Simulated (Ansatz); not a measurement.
Strength of the Ga–H bond: GaH2F → GaHF + H

Species: GaH2F `[F][GaH2]`, singlet; GaHF `[F][GaH]`, doublet; H atom, doublet. 

Shapes, held fixed at every level: PBE0-D4/def2-TZVP. Programs: Ansatz 0.2.0. The zero-point and thermal change to 298 K, harmonic and unscaled (PBE0-D4/def2-TZVP), is -16.6 kJ/mol.

Estimate ΔH(298 K) of this reaction.

The highest level, CCSD(T)/def2-TZVPP, gives ΔH(298 K) = +335.8 kJ/mol; the levels span +250.9 to +335.8. The column of differences is taken from that level and isn't an error. Hartree–Fock misses the correlation of the pair that is broken and comes out low. No measured value is set beside it here. Open shells run unrestricted unless RO is named. Relativity is left out for Ga unless named. Correlated rows may include outer-core shells of Ga, which these sets cover unevenly. Times are processor times on shared x86 and Arm servers, and rough.

```tsv
level	kind	ΔH(298 K) (kJ/mol)	less CCSD(T)/def2-TZVPP	CPU time (sum over the molecules)
HF/def2-TZVPP	Hartree–Fock	+250.9	-84.9	–
PBE-D4/def2-TZVPP	GGA	+311.1	-24.7	5.5 s
BHLYP-D4/def2-TZVPP	global hybrid	+327.7	-8.1	8.3 s
r2SCAN0-D4/def2-TZVPP	global hybrid	+321.1	-14.7	13 s
wB97M-V/def2-TZVPP	range-separated hybrid	+330.9	-4.9	22 s
MP2/def2-TZVPP	perturbation theory	+326.0	-9.8	–
CCSD(T)/def2-TZVPP	coupled cluster or CI	+335.8	0.0	25 s
```
